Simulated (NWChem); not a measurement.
Program: NWChem. System: silylphosphine (H₅PSi), charge 0, spin multiplicity 1, at a geometry optimised with PBE/def2-SVP. Level: CCSD(T)/def2-TZVP, 10 core orbitals frozen.

Job file:

```
start mol
memory heap 100 mb stack 700 mb global 1900 mb
geometry units angstroms nocenter noautoz noautosym
  Si    -1.075030     0.095518     0.224138
  P      1.129043    -0.077212    -0.349040
  H     -1.851635    -0.886898    -0.609590
  H     -1.536129     1.486890    -0.114786
  H     -1.359341    -0.170039     1.678920
  H      1.298076    -1.318950     0.364653
  H      1.563795     0.709923     0.778478
end
basis spherical
  * library def2-tzvp
end
scf
  rhf
  nopen 0
  maxiter 100
  thresh 1e-7
  semidirect memsize 60000000 filesize 0
end
tce
  freeze core 10
  ccsd(t)
  2eorb
  2emet 13
  thresh 1e-6
  maxiter 100
  tilesize 24
end
task tce energy
```

NWChem printed:

```
             Northwest Computational Chemistry Package (NWChem) 7.3.0
             --------------------------------------------------------

                                NWChem Input Module
                                -------------------

 Scaling coordinates for geometry "geometry" by  1.889725989
 (inverse scale =  0.529177249)

                             Geometry "geometry" -> ""
                             -------------------------

 Output coordinates in angstroms (scale by  1.889725989 to convert to a.u.)

  No.       Tag          Charge          X              Y              Z
 ---- ---------------- ---------- -------------- -------------- --------------
    1 Si                  14.0000    -1.07503000     0.09551800     0.22413800
    2 P                   15.0000     1.12904300    -0.07721200    -0.34904000
    3 H                    1.0000    -1.85163500    -0.88689800    -0.60959000
    4 H                    1.0000    -1.53612900     1.48689000    -0.11478600
    5 H                    1.0000    -1.35934100    -0.17003900     1.67892000
    6 H                    1.0000     1.29807600    -1.31895000     0.36465300
    7 H                    1.0000     1.56379500     0.70992300     0.77847800

 Effective nuclear repulsion energy (a.u.)      89.2003239174

            Nuclear Dipole moment (a.u.)
            ----------------------------
        X                 Y               Z
 ---------------- ---------------- ----------------
    -0.0000170075    -0.0000037795     0.0000132281


 Summary of "ao basis" -> "" (spherical)
 ------------------------------------------------------------------------------
       Tag                 Description            Shells   Functions and Types
 ---------------- ------------------------------  ------  ---------------------
 *                         def2-tzvp                  on all atoms

 Summary of "ao basis" -> "ao basis" (spherical)
 ------------------------------------------------------------------------------
       Tag                 Description            Shells   Functions and Types
 ---------------- ------------------------------  ------  ---------------------
 Si                        def2-tzvp                13       37   5s5p2d1f
 P                         def2-tzvp                13       37   5s5p2d1f
 H                         def2-tzvp                 4        6   3s1p

                                 NWChem SCF Module
                                 -----------------

  ao basis        = "ao basis"
  functions       =   104
  atoms           =     7
  closed shells   =    17
  open shells     =     0
  charge          =   0.00
  wavefunction    = RHF
  use symmetry    = F
  symmetry adapt  = F

 Summary of "ao basis" -> "ao basis" (spherical)
 ------------------------------------------------------------------------------
       Tag                 Description            Shells   Functions and Types
 ---------------- ------------------------------  ------  ---------------------
 Si                        def2-tzvp                13       37   5s5p2d1f
 P                         def2-tzvp                13       37   5s5p2d1f
 H                         def2-tzvp                 4        6   3s1p

 Forming initial guess at       0.1s

      Superposition of Atomic Density Guess
      -------------------------------------

 Sum of atomic energies:        -631.98557081

      Non-variational initial energy
      ------------------------------

 Total energy =    -632.493891
 1-e energy   =   -1051.735843
 2-e energy   =     330.041629
 HOMO         =      -0.299804
 LUMO         =       0.051457

 Starting SCF solution at       1.3s

 ----------------------------------------------
         Quadratically convergent ROHF

 Convergence threshold     :          1.000E-07
 Maximum no. of iterations :          100
 Final Fock-matrix accuracy:          1.000E-09
 ----------------------------------------------

              iter       energy          gnorm     gmax       time
             ----- ------------------- --------- --------- --------
                 1     -632.5647067786  4.35D-01  1.10D-01      1.4
                 2     -632.5932280075  1.42D-01  3.63D-02      1.6
                 3     -632.5954747192  1.03D-02  2.53D-03      2.0
                 4     -632.5954906433  4.71D-05  1.41D-05      2.5
                 5     -632.5954906438  3.62D-09  8.58D-10      3.4

       Final RHF  results
       ------------------

         Total SCF energy =   -632.595490643789
      One-electron energy =  -1053.429199416779
      Two-electron energy =    331.633384855593
 Nuclear repulsion energy =     89.200323917397

        Time for solution =      2.2s

             Final eigenvalues
             -----------------

              1
    1  -79.9408
    2  -68.7875
    3   -7.4860
    4   -6.1359
    5   -5.3795
    6   -5.3793
    7   -5.3788
    8   -4.2422
    9   -4.2420
   10   -4.2418
   11   -0.8522
   12   -0.6964
   13   -0.5291
   14   -0.4969
   15   -0.4773
   16   -0.4413
   17   -0.3742
   18    0.1145
   19    0.1263
   20    0.1374
   21    0.1496
   22    0.1552
   23    0.1939
   24    0.2472
   25    0.2674
   26    0.2725
   27    0.3104

                       ROHF Final Molecular Orbital Analysis
                       -------------------------------------

 Vector   15  Occ=2.000000D+00  E=-4.772961D-01
              MO Center= -1.0D+00,  1.6D-01, -1.2D-01, r^2= 3.4D+00
   Bfn.  Coefficient  Atom+Function         Bfn.  Coefficient  Atom+Function
  ----- ------------  ---------------      ----- ------------  ---------------
    16      0.270476  1 Si py                76     -0.210212  3 H  s
    82      0.211235  4 H  s

 Vector   16  Occ=2.000000D+00  E=-4.412946D-01
              MO Center=  1.2D-01,  4.1D-03, -1.0D-01, r^2= 3.2D+00
   Bfn.  Coefficient  Atom+Function         Bfn.  Coefficient  Atom+Function
  ----- ------------  ---------------      ----- ------------  ---------------
    52      0.260459  2 P  px                15     -0.227249  1 Si px
    54      0.185839  2 P  pz                42     -0.153483  2 P  s

 Vector   17  Occ=2.000000D+00  E=-3.741850D-01
              MO Center=  9.0D-01, -4.6D-02, -3.5D-01, r^2= 2.7D+00
   Bfn.  Coefficient  Atom+Function         Bfn.  Coefficient  Atom+Function
  ----- ------------  ---------------      ----- ------------  ---------------
    54      0.317162  2 P  pz                57      0.256895  2 P  pz
    41     -0.254827  2 P  s                 52     -0.249913  2 P  px
    42     -0.238575  2 P  s                 55     -0.177131  2 P  px
    15      0.174121  1 Si px                40      0.150613  2 P  s

 Vector   18  Occ=0.000000D+00  E= 1.145280D-01
              MO Center= -4.4D-01,  1.1D-02,  2.2D-01, r^2= 8.0D+00
   Bfn.  Coefficient  Atom+Function         Bfn.  Coefficient  Atom+Function
  ----- ------------  ---------------      ----- ------------  ---------------
    42      1.962150  2 P  s                 18     -1.599804  1 Si px
    55     -0.901971  2 P  px                 5     -0.797264  1 Si s
    57      0.573090  2 P  pz               101     -0.384001  7 H  s
    95     -0.381973  6 H  s                 83     -0.296640  4 H  s
    77     -0.294702  3 H  s                 15     -0.243217  1 Si px

 Vector   19  Occ=0.000000D+00  E= 1.263164D-01
              MO Center=  2.1D-01, -3.2D-02,  1.6D-02, r^2= 6.7D+00
   Bfn.  Coefficient  Atom+Function         Bfn.  Coefficient  Atom+Function
  ----- ------------  ---------------      ----- ------------  ---------------
     5      1.801744  1 Si s                 89     -1.003097  5 H  s
    55      0.971713  2 P  px                95     -0.918419  6 H  s
   101     -0.907553  7 H  s                 57      0.541243  2 P  pz
    42      0.520793  2 P  s                 83     -0.492474  4 H  s
    77     -0.487352  3 H  s                 18      0.263285  1 Si px

 Vector   20  Occ=0.000000D+00  E= 1.374131D-01
              MO Center=  9.8D-01, -9.5D-02, -1.3D-01, r^2= 4.6D+00
   Bfn.  Coefficient  Atom+Function         Bfn.  Coefficient  Atom+Function
  ----- ------------  ---------------      ----- ------------  ---------------
    56      1.407824  2 P  py               101     -1.173634  7 H  s
    95      1.160244  6 H  s                 19     -0.489204  1 Si py
    57      0.296962  2 P  pz                77     -0.259872  3 H  s
    83      0.229120  4 H  s                 55      0.197465  2 P  px

 center of mass
 --------------
 x =   0.08843795 y =   0.00296141 z =  -0.07165265

 moments of inertia (a.u.)
 ------------------
          52.892294326036          23.562610496334          64.688612669111
          23.562610496334         330.662376254587          -5.695569767144
          64.688612669111          -5.695569767144         318.844121621820

  Mulliken analysis of the total density
  --------------------------------------

    Atom       Charge   Shell Charges
 -----------   ------   -------------------------------------------------------
    1 Si  14    13.77   2.00  0.58  1.39  0.82  0.44  4.12  1.73  0.51  1.47  0.37  0.12  0.19  0.02
    2 P   15    15.21   2.01  0.53  1.44  0.99  0.72  4.17  1.70  0.67  1.89  0.90  0.06  0.13  0.01
    3 H    1     1.05   0.24  0.56  0.24  0.01
    4 H    1     1.05   0.24  0.56  0.24  0.01
    5 H    1     1.04   0.23  0.56  0.24  0.01
    6 H    1     0.95   0.23  0.52  0.17  0.02
    7 H    1     0.95   0.23  0.52  0.17  0.02

       Multipole analysis of the density wrt the origin
       ------------------------------------------------

     L   x y z        total         open         nuclear
     -   - - -        -----         ----         -------
     0   0 0 0     -0.000000      0.000000     34.000000

     1   1 0 0     -0.066463      0.000000     -0.000017
     1   0 1 0     -0.045119      0.000000     -0.000004
     1   0 0 1      0.261910      0.000000      0.000013

     2   2 0 0    -23.622812      0.000000    168.080116
     2   1 1 0     -0.034774      0.000000    -13.419513
     2   1 0 1      1.100054      0.000000    -30.607670
     2   0 2 0    -22.205800      0.000000     19.594858
     2   0 1 1      0.182133      0.000000      3.071717
     2   0 0 2    -23.773761      0.000000     23.116612

                   NWChem Extensible Many-Electron Theory Module
                   ---------------------------------------------


            General Information
            -------------------
      Number of processors :     1
         Wavefunction type : Restricted Hartree-Fock
          No. of electrons :    34
           Alpha electrons :    17
            Beta electrons :    17
           No. of orbitals :   208
            Alpha orbitals :   104
             Beta orbitals :   104
        Alpha frozen cores :    10
         Beta frozen cores :    10
     Alpha frozen virtuals :     0
      Beta frozen virtuals :     0
         Spin multiplicity : singlet
    Number of AO functions :   104
       Number of AO shells :    46
        Use of symmetry is : off
      Symmetry adaption is : off
         Schwarz screening : 0.10D-09

          Correlation Information
          -----------------------
          Calculation type : Coupled-cluster singles & doubles w/ perturbation
   Perturbative correction : (T)
            Max iterations :      100
        Residual threshold : 0.10D-05
     T(0) DIIS level shift : 0.00D+00
     L(0) DIIS level shift : 0.00D+00
     T(1) DIIS level shift : 0.00D+00
     L(1) DIIS level shift : 0.00D+00
     T(R) DIIS level shift : 0.00D+00
     T(I) DIIS level shift : 0.00D+00
   CC-T/L Amplitude update :  5-th order DIIS
                I/O scheme : Global Array Library
        L-threshold :  0.10D-05
        EOM-threshold :  0.10D-05
 no EOMCCSD initial starts read in
 TCE RESTART OPTIONS
 SLICE:      F
 D4D5:       F
 quantumc:   F
 qrotation:  F
 pwtce:      F
 qducc:      F
 nacto:                         0
 nrotv:                         0
 nrot:                          0

            Memory Information
            ------------------
          Available GA space size is     249025984 doubles
          Available MA space size is     104852092 doubles

 Maximum block size supplied by input
 Maximum block size        24 doubles

 tile_dim =     22

 -------------------------------------------------

 Global array virtual files algorithm will be used

 Parallel file system coherency ......... OK

 4-electron integrals stored in orbital form

 v2    file size   =         15688414
 4-index algorithm nr.  13 is used
 imaxsize =       30
 imaxsize ichop =        0


CCSD iterations
 ---------------------------------------------------------
 Iter          Residuum       Correlation     Cpu    Wall
 ---------------------------------------------------------
    1   0.1524433295308  -0.2748056395098     1.0     1.0
    2   0.0441792532587  -0.3120108821086     1.0     1.0
    3   0.0157444066442  -0.3203723449171     1.0     1.0
    4   0.0062771056078  -0.3228187968226     1.0     1.0
    5   0.0027464447733  -0.3236674146697     1.1     1.1
    6   0.0005907482339  -0.3242111784608     1.1     1.1
    7   0.0002721379404  -0.3242065930509     1.0     1.0
    8   0.0001408397590  -0.3242127444236     1.0     1.0
    9   0.0000801778934  -0.3242150375440     1.0     1.0
   10   0.0000458896337  -0.3242168896376     1.0     1.0
   11   0.0000066453983  -0.3242192460790     1.0     1.0
   12   0.0000028111624  -0.3242196200041     1.0     1.0
   13   0.0000014953380  -0.3242197233384     1.0     1.0
   14   0.0000008448896  -0.3242197466662     1.0     1.0
 -----------------------------------------------------------------
 Iterations converged
 CCSD correlation energy / hartree =        -0.324219746666169
 CCSD total energy / hartree       =      -632.919710390454952

 Singles contributions

 Doubles contributions
 CCSD(T)
 Using plain CCSD(T) code
             total no. of tasks           60
 total no. of tasks / no. procs           60
                         wl_min      3176523          12.1
                         wl_max      3652264          12.4
        thresh for no. of tasks           60

 CCSD[T]  correction energy / hartree =        -0.012008924768167
 CCSD[T] correlation energy / hartree =        -0.336228671434336
 CCSD[T] total energy / hartree       =      -632.931719315223063
 CCSD(T)  correction energy / hartree =        -0.011727442670962
 CCSD(T) correlation energy / hartree =        -0.335947189337131
 CCSD(T) total energy / hartree       =      -632.931437833125869

 Task  times  cpu:       73.8s     wall:       73.8s

 Total times  cpu:       73.8s     wall:       73.8s
```
